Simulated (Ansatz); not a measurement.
Program: Ansatz. Geometries: PBE0-D4/def2-TZVP. ΔE: electronic, gas phase. CCSD(T)/CBS is the MP2 limit (def2-TZVPP, def2-QZVPP) plus CCSD(T) − MP2 in def2-TZVPP, frozen cores. This one scheme is used for every species. One conformer a species, not always the lowest.

`[AlH2][S][SiH3]` + `OB(S)Cl` → `[SiH3]OB(S)Cl` + `[AlH2][SH]`  (ligand exchange at the Si–S bond)

```csv
species,CCSD(T)/CBS(def2) energy (Eh)
`[AlH2][S][SiH3]`,-931.92152
`OB(S)Cl`,-958.85217
`[SiH3]OB(S)Cl`,-1249.16418
`[AlH2][SH]`,-641.61836
```

**Question.** Work out ΔE.

**Answer.** ΔE = (-1249.16418) + (-641.61836) − (-931.92152) − (-958.85217) = -0.00885 Eh = -0.24 eV.

Largest T1 diagnostic among the species: 0.012.

In def2-TZVPP, CCSD(T) changes the Hartree–Fock value by +0.14 eV (the triples alone add +0.03 eV) and MP2 by +0.17 eV. Leaving LDA and LC-ωPBE aside and taking each functional with its dispersion term where it has one, the values, not all of them listed here, spread over 0.23 eV, from CAM-B3LYP-D4 to revPBE-D4. LDA lies −0.03 eV from PBE without D4. From BLYP to BHLYP (50 % exact exchange), in def2-TZVPP and without D4, ΔE moves by −0.06 eV.
